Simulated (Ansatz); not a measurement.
`N[SiH2][InH2]` and `N[CH2][InH2]` differ in one element.

Ansatz, PBE0-D4/def2-TZVP geometries, multiplicity 1. Each molecule was computed in one conformer, which needn't be the lowest.

Elements past krypton have def2 core potentials.

```csv
property,`N[SiH2][InH2]`
LUMO energy (PBE0/def2-TZVPP) / eV,-1.96
HOMO energy (ωB97M-V/def2-TZVPP) / eV,-8.99
LUMO energy (ωB97M-V/def2-TZVPP) / eV,-0.44
LUMO energy (PBE/def2-TZVPP) / eV,-2.69
size of the dipole moment (ωB97M-V/def2-TZVPP) / D,1.43
HOMO energy (PBE0/def2-TZVPP) / eV,-6.94
```

What does the change do to each property? (Estimate.)

Computed: 
```tsv
property	`N[CH2][InH2]`	shift
LUMO energy (PBE0/def2-TZVPP) / eV	-1.52	0.44
HOMO energy (ωB97M-V/def2-TZVPP) / eV	-8.82	0.17
LUMO energy (ωB97M-V/def2-TZVPP) / eV	-0.10	0.34
LUMO energy (PBE/def2-TZVPP) / eV	-2.27	0.42
size of the dipole moment (ωB97M-V/def2-TZVPP) / D	1.50	0.07
HOMO energy (PBE0/def2-TZVPP) / eV	-6.53	0.41
```

Dipoles are sizes alone; their direction can turn.
